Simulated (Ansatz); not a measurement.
Input for Ansatz (a quantum-chemistry and plane-wave program): R-CCSD(T)/cc-pV(T+d)Z on CH4OSi (SMILES C[Si]O), a point of a torsion scan. Files ending in .json are basis or fitting sets from the Basis Set Exchange.

Ansatz 0.2 input:
```yaml
crystal:
  periodic: [false, false, false]
  atoms:
    - {symbol: C, position_ang: [0.86202318, -0.07755930, 0.02276109]}
    - {symbol: Si, position_ang: [-0.55863252, 1.21321955, -0.11881209]}
    - {symbol: O, position_ang: [-1.72650831, 0.42393140, -0.92962733]}
    - {symbol: H, position_ang: [0.63193702, -1.04163350, -0.44042705]}
    - {symbol: H, position_ang: [1.77259262, 0.29907371, -0.44255428]}
    - {symbol: H, position_ang: [1.10730584, -0.26757332, 1.06738822]}
    - {symbol: H, position_ang: [-1.69508151, -0.47948069, -1.25465214]}
basis:
  gaussian:
    orbitals: cc-pV_T+d_Z.json
magnetization: {spin_polarized: false}
correlation: {method: ccsd_t, electrons: outside_noble_gas}
scf: {lower_state_search: off}
```

Task: What total energy does the run end on?

Result: -404.6326 hartree (reference determinant -404.0589, T1 diagnostic 0.014).

Task: How many basis functions does it have, and what does it roughly cost on one machine?

Result: 155 functions; roughly 30 core-seconds.
